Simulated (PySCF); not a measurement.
**Computed properties of Ge(H)2(Cl)(OH) (ClGeH3O), SMILES [Cl][GeH2][OH]**

Ge(H)2(Cl)(OH) (ClGeH3O), SMILES [OH][GeH2][Cl]. Geometry: PBE0-D3(BJ)/def2-TZVP. The values are those of a single conformer. All values are computed for the isolated molecule unless a solvent is named; none is compared with measurement here.

**Structure.** All 12 harmonic modes at PBE0-D3(BJ)/def2-TZVP (PySCF) are real, so it is a minimum. With heavy atoms numbered as in [GeH2:1]([OH:2])[Cl:3], the shortest bond between them is Ge1–O2 at 1.765 Å and the longest Ge1–Cl3 at 2.155 Å.

**Vibrations.** The strongest infrared lines (harmonic, unscaled, degenerate partners summed) lie at 727 cm⁻¹ (138 km/mol, O 72 %, Ge 20 %), 943 cm⁻¹ (112 km/mol, H 90 %, O 8 %), 247 cm⁻¹ (104 km/mol, H 50 %, O 37 %). The softest mode is at 171 cm⁻¹ and the zero-point energy is 19.5 kcal/mol.

**Electronic structure.** r2SCAN/def2-TZVPD (PySCF) places the frontier levels at -7.80 and -0.74 eV, a gap of 7.06 eV, and gives a dipole moment of 1.58 D and a mean polarisability of 49.8 bohr³.

**Excitations.** TDDFT-PBE0/def2-SVPD (PySCF) has S1 at 7.20 eV (172 nm, f = 0.033, weak); the most intense of the 10 singlets computed lies at 7.20 eV (f = 0.03). T1 (TDA) is at 6.63 eV. No vertical singlet excitation falls in the visible range (under 3.1 eV).

**NMR.** GIAO shifts at PBE0/pcSseg-2 (PySCF) (non-relativistic, atoms alike by connectivity averaged): ¹H from 1.3 to 6.1 ppm against TMS. Without spin–orbit terms, shifts of atoms bonded to Cl or Br come out too high.
